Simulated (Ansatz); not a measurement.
`O[SiH2]CCl` + `C[SiH](N)O` → `C[SiH](O)N[SiH2]O` + `CCl`  (ligand exchange at the Si–C bond)

Gas-phase electronic energies from Ansatz, PBE0-D4/def2-TZVP geometries. CCSD(T)/CBS is the MP2 limit (def2-TZVPP, def2-QZVPP) plus CCSD(T) − MP2 in def2-TZVPP, frozen cores. This one scheme is used for every species. Functionals use def2-TZVPP. B3LYP here is the variant with VWN-RPA as its local correlation; programs differ in this. Each species was taken in one conformer, which may not be the lowest.

```json
{"level": "PBE0-D4", "ΔE (eV)": "-0.81"}
{"level": "B3LYP-D4", "ΔE (eV)": "-0.86"}
{"level": "ωB97X-V", "ΔE (eV)": "-0.84"}
{"level": "MP2/def2-QZVPP", "ΔE (eV)": "-0.86"}
```

**Question.** What does CCSD(T)/CBS give? (An estimate is asked.)

**Answer.** The calculation gave: -0.84 eV. The listed levels differ from it by 0.03, -0.02, 0.00, -0.02 eV.

Largest T1 diagnostic among the species: 0.011.

From PBE to PBE0 (25 % exact exchange), in def2-TZVPP and without D4, ΔE moves by −0.04 eV. The D4 term adds −0.05 eV with B3LYP and −0.03 eV with PBE0; it sums over pairs of atoms, weighted by their polarisabilities, and B3LYP, whose exchange is more repulsive, gets the larger term.
